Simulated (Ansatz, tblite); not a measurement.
Two members of one family (Series NiX2(NH3)2), computed with Ansatz in the gas phase. The two geometries come from different levels. A negative affinity means that the extra electron isn't bound at that geometry and level; within about 0.2 eV of zero the sign isn't settled. Binding counts from free atoms in the multiplicity of their measured ground term, without zero-point energy. Singlets are spin-restricted. Names give formal oxidation states. A dash marks a value that wasn't run or was left out as unsound. The structures are stationary points that may keep the symmetry of their start. Remarks come from the PBE and PBE0 runs and from stability tests at other levels; not every state was tested. A HOMO above zero means that the electron is unbound at that level and held by the basis, or that self-interaction error raises the level; the energy of removing that electron tells which.

First: cis-NiH2(NH3)2 (singlet, charge 0, PBE0-D4/def2-SVP geometry).

Cartesian coordinates in Å:
```
Ni 0.4158 -0.1983 0.6957
H 1.1385 -1.3481 1.2574
H 0.7906 0.4291 1.9710
N -0.4935 1.4870 0.1782
H -1.1741 1.6865 0.9127
H -0.9692 1.6079 -0.7179
H 0.2085 2.2250 0.2507
N 0.0449 -1.2736 -0.9289
H -0.4254 -2.1218 -0.6107
H 0.9503 -1.5812 -1.2848
H -0.4862 -0.9123 -1.7234
```

```tsv
level	HOMO (eV)	LUMO (eV)	gap (eV)	vertical EA (eV)	binding per atom (eV)
PBE-D4/def2-SVP	-2.37	-0.28	2.09	–	3.11
PBE-D4/def2-TZVPD	-3.12	-1.10	2.02	-0.54	3.10
revPBE-D4/def2-TZVP	-2.91	-0.61	2.30	–	3.01
r2SCAN-D4/def2-TZVPD	-3.08	-0.47	2.61	-0.67	3.03
PBE0-D4/def2-SVP	-3.95	0.53	4.48	–	2.95
```

Metal–donor distances: 2 × H 1.47 Å, 2 × N 1.98 Å. The relaxed triplet lies at 0.60 eV (PBE0-D4/def2-TZVP) to 2.15 eV (LDA (SPW92)/def2-TZVP) from the singlet. Remarks: HOMO above zero (-1 doublet).

Second: trans-NiCl2(NH3)2 (singlet, charge 0, PBE-D4/def2-SVP geometry).

Cartesian coordinates in Å:
```
Ni 0.002 -0.001 0.000
Cl 1.818 -1.085 0.560
N 0.375 -0.324 -1.838
H 1.004 0.407 -2.205
H -0.497 -0.289 -2.389
H 0.859 -1.227 -1.958
Cl -1.815 1.081 -0.559
N -0.374 0.323 1.839
H -1.069 -0.358 2.183
H -0.787 1.260 1.966
H 0.484 0.213 2.401
```

Q: Estimate how these quantities change from the first to the second (second minus first).

A: 
```json
{"level": "PBE-D4/def2-SVP", "Δ HOMO (eV)": "-1.41", "Δ LUMO (eV)": "-2.29", "Δ gap (eV)": "-0.87", "Δ vertical EA (eV)": "–", "Δ binding per atom (eV)": "0.28"}
{"level": "PBE-D4/def2-TZVPD", "Δ HOMO (eV)": "-1.58", "Δ LUMO (eV)": "-2.22", "Δ gap (eV)": "-0.64", "Δ vertical EA (eV)": "1.22", "Δ binding per atom (eV)": "0.24"}
{"level": "revPBE-D4/def2-TZVP", "Δ HOMO (eV)": "-1.56", "Δ LUMO (eV)": "-2.48", "Δ gap (eV)": "-0.92", "Δ vertical EA (eV)": "–", "Δ binding per atom (eV)": "0.23"}
{"level": "r2SCAN-D4/def2-TZVPD", "Δ HOMO (eV)": "-1.92", "Δ LUMO (eV)": "-2.69", "Δ gap (eV)": "-0.77", "Δ vertical EA (eV)": "1.35", "Δ binding per atom (eV)": "0.25"}
{"level": "PBE0-D4/def2-SVP", "Δ HOMO (eV)": "-2.24", "Δ LUMO (eV)": "-1.68", "Δ gap (eV)": "0.56", "Δ vertical EA (eV)": "–", "Δ binding per atom (eV)": "0.30"}
```

Metal–donor distances: 2 × Cl 2.19 Å, 2 × N 1.90 Å. The relaxed triplet lies at -0.29 eV (r2SCAN0-D4/def2-TZVP) to 0.70 eV (PBE-D4/def2-TZVP) from the singlet, so the order hangs on the level. Remarks: restricted SCF unstable, HOMO above zero (-1 doublet).
